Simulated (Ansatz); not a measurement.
# Which method gave which barrier?

Saddle point of CH$_{6}$FGe, doublet (CH₃F ([CH3][F]) + GeH₃ → GeH₃F ([F][GeH3]) + CH₃; bonds formed: F1–Ge3; bonds broken: F1–C2), PBE0-D4/def2-TZVP structure:

```
9
angstrom
F -0.0874 0.1065 -0.2128
C -0.6720 0.8261 -1.6376
Ge 0.6310 -0.7757 1.5375
H -0.4468 1.8710 -1.4724
H -0.0821 0.3329 -2.3985
H -1.7206 0.5614 -1.6116
H 2.1484 -0.9672 1.3793
H 0.3116 0.1720 2.7055
H -0.0823 -2.1270 1.7105
```

Ansatz 0.2.0; basis: def2-TZVPP, with def2-QZVPP for the basis limit; cores frozen in the correlated methods; orbitals are unrestricted. Filled d shells of the heavier atoms are correlated. The def2 sets are not built for correlating such inner shells, so the correlated values are less sure here. Extrapolation: Hartree–Fock as exp(−7.88 √X), correlation as X^−2.97. Four methods, as single points on the PBE0-D4 structures, gave these electronic barriers from the start structure: 66.1, 98.8, 120.8, 190.9 kJ/mol.

(1) The methods were, in alphabetical order, CCSD(T), HF, PBE-D4, PBE0-D4. Which gave which? (A judgement: the text doesn't fix the answer.)

T1 diagnostic: at most 0.017. ⟨S²⟩ of the unrestricted Hartree–Fock references: 0.75 to 0.82 (a pure state has 0.75). The unrestricted reference is spin-contaminated, which hurts MP2 most. The start structure is not quite a true minimum (one mode of 74i cm⁻¹).

Answers

(1) Computed: PBE-D4 66.1; PBE0-D4 98.8; CCSD(T) 120.8; HF 190.9 kJ/mol. For comparison, CCSD(T) at an estimated basis limit (MP2 extrapolated from triple and quadruple zeta, plus CCSD(T) − MP2 in triple zeta) gives 112.0 kJ/mol.

Radical steps of this kind take place in plasma deposition and etching.

Labels in which every atom is bracketed show which atoms are joined, not bond orders.

For scale, one of the runs: CCSD(T)/def2-TZVPP, 194 basis functions, launched by `ansatz run in.yaml --threads 8 --pin off --events-out ev --progress --plain --max-ram 19148MiB`. Time: 2.2 min of wall clock on 8 CPU threads of an Arm Neoverse V1; the host was shared. Peak host memory: 6.2 GiB.
